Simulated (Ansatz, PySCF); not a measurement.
Scan of H3N (cation, charge +1), doublet: umbrella (inversion) coordinate, bond length relaxed. Scanned: angle between the N-H bonds and the threefold axis (90 = planar). Other coordinates (N-H bond length) were minimised at PBE0/def2-TZVP. Each profile is relative to its own lowest point.

```csv
a / °,A,B,C
90,0.0,0.0,0.0
93,0.3,0.2,0.2
96,1.1,0.9,0.9
99,2.5,2.1,2.2
102,4.6,3.9,4.0
105,7.5,6.5,6.7
108,11.4,9.9,10.2
111,16.5,14.3,14.8
114,22.8,19.9,20.6
117,30.7,26.7,27.7
120,40.2,35.0,36.2
123,51.6,44.8,46.4
126,65.1,56.4,58.4
129,81.0,69.9,72.3
132,99.5,85.6,88.5
```

Energies in kcal/mol.

### Question
Assign the columns to these levels of theory: CCSD(T) on UHF/cc-pVTZ, 1 core orbital frozen in PySCF; unrestricted B3LYP/3-21G run with PySCF; Ansatz (a first-principles code) with unrestricted PBE/cc-pVTZ.

### Answer
A is UKS-B3LYP/3-21G; B is UKS-PBE/cc-pVTZ; C is CCSD(T).
